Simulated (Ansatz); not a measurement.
`B[SiH2]OC` and `CO[SiH2][AlH2]` differ in one element.

Ansatz, PBE0-D4/def2-TZVP geometries, multiplicity 1. Each molecule was computed in one conformer, which needn't be the lowest.

```
                               property  `B[SiH2]OC`
    LUMO energy (B3LYP/def2-TZVPP) / eV        -2.61
     LUMO energy (PBE0/def2-TZVPP) / eV        -2.41
  LUMO energy (ωB97M-V/def2-TZVPP) / eV        -0.43
HOMO–LUMO gap (ωB97M-V/def2-TZVPP) / eV         9.98
      LUMO energy (PBE/def2-TZVPP) / eV        -3.43
   HOMO–LUMO gap (PBE0/def2-TZVPP) / eV         5.66
```

Task: Give the same properties after the change, and the shifts. (Best estimate.)

Result: Computed: 
```
                               property  `CO[SiH2][AlH2]`  shift
    LUMO energy (B3LYP/def2-TZVPP) / eV             -2.21   0.40
     LUMO energy (PBE0/def2-TZVPP) / eV             -2.02   0.39
  LUMO energy (ωB97M-V/def2-TZVPP) / eV             -0.38   0.05
HOMO–LUMO gap (ωB97M-V/def2-TZVPP) / eV              9.05  -0.93
      LUMO energy (PBE/def2-TZVPP) / eV             -2.79   0.64
   HOMO–LUMO gap (PBE0/def2-TZVPP) / eV              5.40  -0.26
```

With PBE0 the HOMO rises by 0.64 eV and the LUMO rises by 0.39 eV, so the gap narrows by about 0.25 eV. PBE moves the HOMO by 0.24 eV and ωB97M-V by 0.98 eV.

B3LYP here is the variant with VWN-RPA as its local correlation; programs differ in this.
